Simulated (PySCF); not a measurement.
Na₂, charge +1, doublet, geometry from GFN2-xTB (such geometries of metal compounds can be far from the true shape) (a state made from the parent by changing its charge; the spin is typed, not shown lowest); DF-B3LYP/aug-cc-pVDZ (PySCF).

PySCF was given this input:
```python
from pyscf import gto, scf, dft

mol = gto.M(
    atom='''
Na   -0.000000   -0.000000   -1.650642
Na    0.000000    0.000000    1.650642
''',
    basis='aug-cc-pvdz',
    charge=1,
    spin=1,
    verbose=4,
)

mf = dft.UKS(mol)
mf.xc = 'b3lyp'
mf = mf.density_fit(auxbasis='def2-universal-jkfit')
mf.kernel()
```

What the program printed (banner, timings and long lists left out):

```
PySCF version 2.14.0

[INPUT] verbose = 4
[INPUT] num. atoms = 2
[INPUT] num. electrons = 21
[INPUT] charge = 1
[INPUT] spin (= nelec alpha-beta = 2S) = 1
[INPUT] symmetry False subgroup None
[INPUT] Mole.unit = angstrom
[INPUT] Symbol           X                Y                Z      unit          X                Y                Z       unit  Magmom
[INPUT]  1 Na     0.000000000000   0.000000000000  -1.650642000000 AA    0.000000000000   0.000000000000  -3.119261309704 Bohr   0.0
[INPUT]  2 Na     0.000000000000   0.000000000000   1.650642000000 AA    0.000000000000   0.000000000000   3.119261309704 Bohr   0.0

nuclear repulsion = 19.3956177418604
number of shells = 16
number of NR pGTOs = 100
number of NR cGTOs = 54
basis = aug-cc-pvdz
ecp = {}

******** <class 'pyscf.df.df_jk.DFUKS'> ********
method = DFUKS
initial guess = minao
damping factor = 0
level_shift factor = 0
DIIS = <class 'pyscf.scf.diis.CDIIS'>
diis_start_cycle = 1
diis_space = 8
diis_damp = 0
SCF conv_tol = 1e-09
SCF conv_tol_grad = None
SCF max_cycles = 50
direct_scf = False
number electrons alpha = 11  beta = 10
XC library pyscf.dft.libxc version 7.1.2
    S. Lehtola, C. Steigemann, M. J. T. Oliveira, and M. A. L. Marques,  SoftwareX 7, 1–5 (2018)
XC functionals = b3lyp
    P. J. Stephens, F. J. Devlin, C. F. Chabalowski, and M. J. Frisch,  J. Phys. Chem. 98, 11623 (1994)
radial grids:
    Treutler-Ahlrichs [JCP 102, 346 (1995); DOI:10.1063/1.469408] (M4) radial grids

becke partition: Becke, JCP 88, 2547 (1988); DOI:10.1063/1.454033
pruning grids: <function nwchem_prune>
grids dens level: 3
symmetrized grids: False
atomic radii adjust function: <function treutler_atomic_radii_adjust>
small_rho_cutoff = 0
Set gradient conv threshold to 3.16228e-05
tot grids = 36200
******** <class 'pyscf.df.df.DF'> ********
auxbasis = def2-universal-jkfit
init E= -324.580846342285

cycle= 1 E= -324.41158807758  delta_E= 0.169  |g|= 0.0414  |ddm|= 0.618
cycle= 2 E= -324.419472459986  delta_E= -0.00788  |g|= 0.00727  |ddm|= 0.284
cycle= 3 E= -324.419614299051  delta_E= -0.000142  |g|= 0.00107  |ddm|= 0.0366
cycle= 4 E= -324.419617777249  delta_E= -3.48e-06  |g|= 6.56e-05  |ddm|= 0.00578
cycle= 5 E= -324.419617794411  delta_E= -1.72e-08  |g|= 9.79e-06  |ddm|= 0.000822
cycle= 6 E= -324.419617794878  delta_E= -4.67e-10  |g|= 5.13e-07  |ddm|= 0.000127
Extra cycle  E= -324.419617794879  delta_E= -1.25e-12  |g|= 1.1e-07  |ddm|= 2.11e-06
converged SCF energy = -324.419617794879  <S^2> = 0.75000478  2S+1 = 2.0000048
```
